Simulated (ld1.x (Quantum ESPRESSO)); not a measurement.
## samarium (Sm): variants of one TM semilocal potential

Base potential:

ld1.x (Quantum ESPRESSO) 7.5 input, shortened:

```
&input
   title='Sm', zed=62., rel=1, dft='PBE', iswitch=3,
   config='[Xe] 4f6 5d1 6s1 6p0'
 /
 &inputp
   pseudotype=1, tm=.true., lloc=3,
   nlcc=.true.
 /
4
5S  1  0   2.00   0.00  2.05  2.05  0.0
5P  2  1   6.00   0.00  1.50  1.50  0.0
5D  3  2   1.00   0.00  2.20  2.20  0.0
4F  4  3   6.00   0.00  1.30  1.30  0.0
 &test
   configts(1)='4f6 5s2 5p6 5d1 6s1 6p0'
 /
```

Occupied shells without a wave of their own: 6s. They enter only through the test configuration that unscreens the potential, and ld1.x also counts them in the model core charge.

Cutoffs, loose and tight: the cutoffs (Ry, on a coarse ladder) from which the occupation-weighted sum of valence levels, in a spherical-Bessel basis at the reference potential, stays within 10 and 1 mRy of its value at 400 Ry. They do not see the model core or the augmentation charge, which bear on the density cutoff. Test errors are all-electron minus pseudo excitation energies from the reference, over the configurations 4f6 5s2 5p6 5d0 6s2 6p0; 4f6 5s2 5p6 5d0 6s1 6p0; 4f6 5s2 5p6 5d0 6s0 6p0; 4f6 5s1 5p6 5d0 6s2 6p0; 4f4 5s2 5p6 5d0 6s0 6p0; 4f5 5s2 5p6 5d0 6s0 6p0; 4f6 5s2 5p6 5d0.5 6s1.5 6p0. A dash means not determined; rows that change the core or the reference have their own tests. The largest error is taken over the tests solved by every variant that gives reliable tests at all: 4f4 5s2 5p6 5d0 6s0 6p0; 4f5 5s2 5p6 5d0 6s0 6p0; 4f6 5s2 5p6 5d0 6s0 6p0; 4f6 5s2 5p6 5d0 6s1 6p0; 4f6 5s2 5p6 5d0.5 6s1.5 6p0.

With those shells counted twice in exchange and correlation these files are broken, and their errors move erratically; no question is asked of them.

Cutoffs are not given where the Bessel-basis levels miss the radial ones by over 6 mRy, ghosts where they miss by over 20 mRy; a channel whose overlap is not positive is not tested.

In the semilocal form every listed channel keeps its own potential, so the choice of the local channel does not act on these tests. It acts once the file is put into the separable form.

A semilocal file is local in each channel, so a ghost entry of none says nothing of the separable form that plane-wave codes build from it.

The default core radius of the base comes out at 0.90 bohr.

```tsv
change	outcome	cutoff, loose	cutoff, tight	bound ghosts	largest test error (meV)
base	generated, misses its reference levels by 0.41 eV	230 Ry	over 300 Ry	none	-2532
reference 4f6 5s2 5p6 5d0 6s2 6p0	generated, misses its reference levels by 0.46 eV	230 Ry	over 300 Ry	none	-5279
wave 5s (bound): rc 2.05 bohr becomes 5s (bound): rc 2.62 bohr	generated, misses its reference levels by 1.52 eV	230 Ry	over 300 Ry	none	-4966
functional LDA (PZ)	generated, misses its reference levels by 0.44 eV	230 Ry	over 300 Ry	none	-2802
wave 4f (bound): rc 1.30 bohr becomes 4f (bound): rc 1.16 bohr	generated, misses its reference levels by 0.41 eV	260 Ry	300 Ry	none	-2676
non-relativistic	generated, misses its reference levels by 0.21 eV	230 Ry	over 300 Ry	none	-1819
wave 5p (bound): rc 1.50 bohr becomes 5p (bound): rc 2.02 bohr	generated, misses its reference levels by 0.41 eV	230 Ry	over 300 Ry	none	-2156
type ultrasoft, which also changes the form from semilocal to separable; waves now 5s (bound): rcut 1.80, rcutus 2.05 bohr; 6s (bound): rcut 1.80, rcutus 2.05 bohr; 5p (bound): rc 1.50 bohr; 6p (bound): rc 1.50 bohr; 5d (bound): rcut 1.90, rcutus 2.20 bohr; 5d channel at 1.45 Ry: rcut 1.90, rcutus 2.20 bohr; 4f (bound): rcut 1.15, rcutus 1.30 bohr; 4f channel at 0.25 Ry: rcut 1.15, rcutus 1.30 bohr; local potential all-electron potential smoothed inside 2.00 bohr (lloc = -2); augmentation built from norm-conserving waves at rcut, not smoothed further	generated, misses its reference levels by 0.57 eV	–	–	not determined	-814
core correction a·sin(br)/r model core inside 1.38 bohr	generated, misses its reference levels by 0.41 eV	230 Ry	over 300 Ry	none	-2318
core [Kr] 4d10 4f6, valence charge 10; reference 5s2 5p6 5d0 6s0 6p0; waves now 5p (bound): rc 1.60 bohr; 5d (bound): rc 2.10 bohr; 5f channel at -0.2 Ry: rc 1.95 bohr; 5s (bound): rc 2.25 bohr; local potential the s channel; core correction none	generated	55 Ry	80 Ry	none	+1827 over the solved tests; 2 of 7 tests not solved or not reliable
```
